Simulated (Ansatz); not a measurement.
The cluster Si3Au⁺ (the lowest singlet isomer of a short search). Charge 1, multiplicity 1. Geometry r2SCAN-D4/def2-SVP, basis def2-TZVP, Ansatz.

```
atom   x (Å)   y (Å)   z (Å)
 Au1  -0.816  -0.829   0.716
 Si2  -1.418   0.400  -1.292
 Si3   1.505  -0.312   1.216
 Si4   0.729   0.742  -0.640
```

```csv
run,HOMO (eV),LUMO (eV)
A,-10.46,-9.15
B,-11.14,-8.38
C,-10.92,-8.55
D,-10.61,-9.06
E,-12.88,-6.53
```

In the def2 sets Au takes a core potential; there is no spin–orbit coupling. B3LYP takes the VWN-RPA correlation. The structure comes from a short search, and lower isomers may exist.

Q: The runs used B3LYP, PBE, PBE0, r2SCAN, ωB97X-V. Estimate which is which.

A: A PBE (0 % exact exchange); B PBE0 (25 % exact exchange); C B3LYP (20 % exact exchange); D r2SCAN (0 % exact exchange); E ωB97X-V (range-separated). Exact exchange lowers occupied and raises empty levels; among semilocal functionals meta-GGAs tend to open the gap a little, and such runs are hard to tell apart. The gap grows from 1.31 eV (PBE) to 6.35 eV (ωB97X-V).
